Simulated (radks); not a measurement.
Successive ionisation energies (eV) of one element, from differences of total energies of ions in their ground configurations, starting at charge 16: 660.13, 715.60, 772.36, 830.29, 907.14, 969.66, 1033.5, 1098.4, 1164.5, 1364.3, 1424.1, 1483.3, 1562.5. Calculated with a radial shooting solver on a logarithmic mesh with Libxc functionals: scalar-relativistic Kohn-Sham, PBE, spin-polarised, spherical densities, finite nucleus; open shells are filled with parallel spins first (spin-orbit coupling, left out, can overturn this in heavy ions); Fermi nuclear charge, rms radius 4.4112 fm. Which element is it?

Answer. Technetium (Z = 43). The first species listed is Tc16+ in [Ar] 3d9, the last Tc28+ in [Ne] 3s2 3p3.
